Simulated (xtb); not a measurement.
C$_{6}$H$_{13}$O, doublet, at a GFN2-xTB geometry; GFN1-xTB with GBSA(methanol) (xtb 6.7.1).

Here is a job for xtb.
```
$ xtb mol.xyz --gfn 1 --uhf 1 --gbsa methanol --json

# file mol.xyz
20

C      2.42153229     0.58520516     0.90331844
C      1.35621671     0.25861668    -0.05719083
O      1.65208341    -0.86162293    -0.85809325
C      0.00490161     0.05831834     0.69572722
C     -1.16656747    -0.22395836    -0.24976009
C     -1.59369006     1.03202798    -1.00392533
C     -2.34650290    -0.78327113     0.54377934
H      2.41467377     1.52736659     1.41262613
H      3.15866869    -0.14588816     1.17298581
H      1.21791147     1.08512715    -0.76763728
H      1.89125123    -1.59510480    -0.28018170
H      0.12964310    -0.78509558     1.38018083
H     -0.19805106     0.94957602     1.29046826
H     -0.84133533    -0.97514384    -0.97724434
H     -2.43709412     0.81086293    -1.65405908
H     -0.78426921     1.41119769    -1.62203606
H     -1.89327366     1.81207754    -0.30633334
H     -3.18178327    -0.99659192    -0.11915558
H     -2.67631218    -0.06276928     1.28982237
H     -2.07203760    -1.70426269     1.05361728
```

What the program printed (banner, timings and long lists left out):

```
   ID    Z sym.   atoms
    1    6 C      1, 2, 4-7
    2    8 O      3
    3    1 H      8-20

           -------------------------------------------------
          |                Calculation Setup                |
           -------------------------------------------------

           -------------------------------------------------
          |                 G F N 1 - x T B                 |
           -------------------------------------------------

      * Solvation model:               GBSA
        Solvent                        methanol
        Parameter file                 internal GFN1-xTB/GBSA
        Dielectric constant                3.3600E+01
        Reference state                gsolv [1 M gas/solution]
        Free energy shift                  2.3782E-03 Eh       1.4924E+00 kcal/mol
        Temperature                        2.9815E+02 K
        Density                            7.9200E-01 kg/L
        Solvent mass                       3.2040E+01 g/mol
        Interaction kernel             Still
        Born radius scaling (c1)           1.6509E+00
        Born radii integrator          GBOBC
        Born offset                        7.8003E-02 a0       1.4740E-01 AA
        H-bond correction              true
        Ion screening                  false
        Surface tension                    1.0000E-05 Eh       1.5569E+01 dyn/cm
        Grid points                               230 per atom

          ...................................................
          :                      SETUP                      :
          :.................................................:
          :  # basis functions                  54          :
          :  # atomic orbitals                  54          :
          :  # shells                           40          :
          :  # electrons                        43          :
          :  # halogen bonds                     0          :
          :  max. iterations                   250          :
          :  Hamiltonian                  GFN1-xTB          :
          :  restarted?                      false          :
          :  GBSA solvation                   true          :
          :  PC potential                    false          :
          :  electronic temp.          300.0000000     K    :
          :  accuracy                    1.0000000          :
          :  -> integral cutoff          0.2500000E+02      :
          :  -> integral neglect         0.1000000E-07      :
          :  -> SCF convergence          0.1000000E-05 Eh   :
          :  -> wf. convergence          0.2000000E-04 e    :
          :  Broyden damping             0.4000000          :
          :  net charge                          0          :
          :  unpaired electrons                  1          :
          ...................................................

 iter      E             dE          RMSdq      gap      omega  full diag
   1    -24.5884408 -0.245884E+02  0.778E+00    5.33       0.0  T
   2    -24.6287424 -0.403015E-01  0.470E+00    5.67       1.0  T
   3    -24.6295660 -0.823683E-03  0.493E-01    6.01       1.0  T
   4    -24.6301793 -0.613238E-03  0.890E-02    5.94       1.0  T
   5    -24.6302212 -0.418978E-04  0.599E-03    5.90       3.7  T
   6    -24.6302214 -0.241694E-06  0.176E-03    5.90      12.7  T
   7    -24.6302214 -0.108528E-07  0.794E-04    5.90      28.2  T
   8    -24.6302214 -0.524521E-08  0.157E-04    5.90     142.6  T
   9    -24.6302214 -0.100663E-09  0.315E-05    5.90     708.8  T

   *** convergence criteria satisfied after 9 iterations ***

         :::::::::::::::::::::::::::::::::::::::::::::::::::::
         ::                     SUMMARY                     ::
         :::::::::::::::::::::::::::::::::::::::::::::::::::::
         :: total energy             -24.342128149801 Eh    ::
         :: total w/o Gsasa/hb       -24.336294875414 Eh    ::
         :: gradient norm              0.013580131647 Eh/a0 ::
         :: HOMO-LUMO gap              5.901409628679 eV    ::
         ::.................................................::
         :: SCC energy               -24.630221429197 Eh    ::
         :: -> electrostatic           0.049750012858 Eh    ::
         :: -> Gsolv                  -0.011582903261 Eh    ::
         ::    -> Gelec               -0.005749628873 Eh    ::
         ::    -> Gsasa               -0.004911022769 Eh    ::
         ::    -> Ghb                 -0.003300478404 Eh    ::
         ::    -> Gshift               0.002378226786 Eh    ::
         :: repulsion energy           0.295883653785 Eh    ::
         :: dispersion energy         -0.007790374390 Eh    ::
         :: halogen bond corr.         0.000000000000 Eh    ::
         :: add. restraining           0.000000000000 Eh    ::
         :: total charge               0.000000000000 e     ::
         :::::::::::::::::::::::::::::::::::::::::::::::::::::

           -------------------------------------------------
          |                Property Printout                |
           -------------------------------------------------

    * Orbital Energies and Occupations

         #    Occupation            Energy/Eh            Energy/eV
      -------------------------------------------------------------
         1        2.0000           -0.7774192             -21.1547
       ...           ...                  ...                  ...
        10        2.0000           -0.5614701             -15.2784
        11        2.0000           -0.5445565             -14.8181
        12        2.0000           -0.5400508             -14.6955
        13        2.0000           -0.5235326             -14.2460
        14        2.0000           -0.5089035             -13.8480
        15        2.0000           -0.5066976             -13.7879
        16        2.0000           -0.4998297             -13.6011
        17        2.0000           -0.4917018             -13.3799
        18        2.0000           -0.4824486             -13.1281
        19        2.0000           -0.4686492             -12.7526
        20        2.0000           -0.4640031             -12.6262
        21        2.0000           -0.4551242             -12.3846
        22        1.0000           -0.3485487              -9.4845 (HOMO)
        23                         -0.1316758              -3.5831 (LUMO)
        24                         -0.1213869              -3.3031
        25                         -0.1092848              -2.9738
        26                         -0.1084311              -2.9506
        27                         -0.0960664              -2.6141
        28                         -0.0895294              -2.4362
        29                         -0.0747927              -2.0352
        30                         -0.0614880              -1.6732
        31                         -0.0545975              -1.4857
        32                         -0.0429859              -1.1697
        33                         -0.0426309              -1.1600
       ...                                ...                  ...
        54                          0.4899091              13.3311
      -------------------------------------------------------------
                  HL-Gap            0.2168728 Eh            5.9014 eV
             Fermi-level           -0.3209744 Eh           -8.7342 eV

  Mulliken/CM5 charges         n(s)   n(p)   n(d)
     1C    -0.14728 -0.25228   1.076  3.071  0.000
     2C     0.23717  0.19270   1.008  2.755  0.000
     3O    -0.59579 -0.81065   1.703  4.893  0.000
     4C    -0.07086 -0.17615   1.051  3.020  0.000
     5C     0.00495 -0.06956   1.050  2.945  0.000
     6C    -0.09733 -0.24844   1.011  3.087  0.000
     7C    -0.09547 -0.24648   1.012  3.084  0.000
     8H     0.04392  0.09794   0.956  0.000  0.000
     9H     0.04749  0.10326   0.953  0.000  0.000
    10H     0.03171  0.09989   0.968  0.000  0.000
    11H     0.36348  0.53720   0.637  0.000  0.000
    12H     0.03361  0.09211   0.966  0.000  0.000
    13H     0.03116  0.08843   0.969  0.000  0.000
    14H     0.02350  0.08590   0.976  0.000  0.000
    15H     0.03287  0.08536   0.967  0.000  0.000
    16H     0.03021  0.08349   0.970  0.000  0.000
    17H     0.02989  0.08283   0.970  0.000  0.000
    18H     0.03281  0.08524   0.967  0.000  0.000
    19H     0.03063  0.08355   0.969  0.000  0.000
    20H     0.03334  0.08567   0.967  0.000  0.000

Wiberg/Mayer (AO) data.
largest (>0.10) Wiberg bond orders for each atom

 ---------------------------------------------------------------------------
     #   Z sym  total        # sym  WBO       # sym  WBO       # sym  WBO
 ---------------------------------------------------------------------------
     1   6 C    3.223 --     2 C    1.090     8 H    0.985     9 H    0.984
     2   6 C    3.916 --     1 C    1.090     3 O    0.950    10 H    0.941
                             4 C    0.920
     3   8 O    1.907 --     2 C    0.950    11 H    0.863
     4   6 C    3.989 --     5 C    0.994    13 H    0.978    12 H    0.978
                             2 C    0.920
     5   6 C    3.995 --     6 C    1.010     7 C    1.005     4 C    0.994
                            14 H    0.973
     6   6 C    3.997 --     5 C    1.010    17 H    0.986    15 H    0.985
                            16 H    0.982
     7   6 C    3.996 --     5 C    1.005    19 H    0.987    20 H    0.985
                            18 H    0.985
     8   1 H    1.002 --     1 C    0.985
     9   1 H    1.001 --     1 C    0.984
    10   1 H    1.021 --     2 C    0.941
    11   1 H    0.877 --     3 O    0.863
    12   1 H    1.009 --     4 C    0.978
    13   1 H    1.007 --     4 C    0.978
    14   1 H    1.014 --     5 C    0.973
    15   1 H    1.004 --     6 C    0.985
    16   1 H    1.006 --     6 C    0.982
    17   1 H    1.003 --     6 C    0.986
    18   1 H    1.003 --     7 C    0.985
    19   1 H    1.003 --     7 C    0.987
    20   1 H    1.005 --     7 C    0.985
 ---------------------------------------------------------------------------

Topologies differ in total number of bonds
Writing topology from bond orders to xtbtopo.mol

 dipole moment from electron density (au)
     X       Y       Z
  -0.1706  -0.1540   0.9475  total (Debye):    2.478

           -------------------------------------------------
          | TOTAL ENERGY              -24.342128149801 Eh   |
          | GRADIENT NORM               0.013580131647 Eh/α |
          | HOMO-LUMO GAP               5.901409628679 eV   |
           -------------------------------------------------

normal termination of xtb
```
